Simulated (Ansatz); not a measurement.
Isolated molecules relaxed with PBE0-D4/def2-TZVP in Ansatz; ΔE leaves out vibrations. CBS: MP2 limit from def2 TZ/QZ plus the TZ coupled-cluster correction, frozen cores. DFT in def2-TZVPP. B3LYP here is the variant with VWN-RPA as its local correlation; programs differ in this. Each species was taken in one conformer, which may not be the lowest.

`C[SiH2]C[SiH2]F` + `[CH3][AlH][CH3]` → `[CH3][AlH][CH2][SiH2]F` + `C[SiH2]C`  (formal exchange of groups at the Si–C bond)

Question: Is it downhill or uphill in electronic energy at CCSD(T)/CBS, and by how much? (An estimate is asked.)

Answer: Ansatz gave: Downhill: ΔE = -0.12 eV.

Question: What do these levels give: B3LYP-D4, B2PLYP, PBE0, B3LYP, HF/def2-TZVPP, MP2/def2-TZVPP, SCS-MP2/def2-TZVPP, CCSD/def2-TZVPP, HF/def2-QZVPP, SCS-MP2/def2-QZVPP, HF/CBS(def2), CCSD/CBS(def2)? (Estimate.)

Answer: The calculation gave: B3LYP-D4 -0.12, B2PLYP -0.12, PBE0 -0.13, B3LYP -0.12, HF/def2-TZVPP -0.12, MP2/def2-TZVPP -0.12, SCS-MP2/def2-TZVPP -0.12, CCSD/def2-TZVPP -0.12, HF/def2-QZVPP -0.12, SCS-MP2/def2-QZVPP -0.12, HF/CBS(def2) -0.12, CCSD/CBS(def2) -0.12 eV.

Largest T1 diagnostic among the species: 0.011.
